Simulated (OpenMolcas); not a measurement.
**Ionisation energies of osmium**

```yaml
Program: OpenMolcas 26.06
Basis: ANO-R2 [8s6p5d3f1g]
Scalar_Hamiltonian: X2C, finite nucleus
Spin-orbit_coupling: state interaction with AMFI integrals over the reference wave functions, term energies averaged over their components
```

Active shells in each charge state: the valence d, s shells, with orbitals averaged over the low states. Where CASPT2's correlated closed shells are named, they are those of the first ion.

A. CASSCF
B. SS-CASPT2, IPEA 0.25 Eh, imaginary shift 0.1 Eh (closed shells correlated: 5s 5p)
C. SS-CASPT2, IPEA 0.25 Eh, imaginary shift 0.1 Eh (closed shells correlated: 4f 5s 5p)
D. SS-CASPT2, IPEA 0 Eh, imaginary shift 0.1 Eh (closed shells correlated: 5s 5p)

Energies in eV between the lowest computed levels, named as in B; reference values from the NIST Atomic Spectra Database with their kind.

```
             From                 To       A       B       C       D  Spin-orbit share in B                Reference
   Os 5d⁶ 6s² ⁵D₄  Os+ 5d⁶ 6s ⁶D_9/2   6.236   8.611   8.620   8.703                 +0.129         8.438 (measured)
Os+ 5d⁶ 6s ⁶D_9/2       Os2+ 5d⁶ ⁵D₄  15.825  17.105  17.187  17.085                 +0.360  17.000 (semi-empirical)
```

Other lowest levels: D, Os+ 5d⁶ 6s ⁶D_9/2 to 5d⁵ 6s ⁷S₃.

Error against the reference values, in %:

```tsv
From	Reference	A	B	C	D
Os	measured	-26.1	+2.1	+2.2	+3.1
Os+	semi-empirical	-6.9	+0.6	+1.1	+0.5
```

Absolute error against the one measured value: A 2.20 eV, B 0.17 eV, C 0.18 eV, D 0.26 eV.

The lowest level within the active space need not be the ion's true ground level.
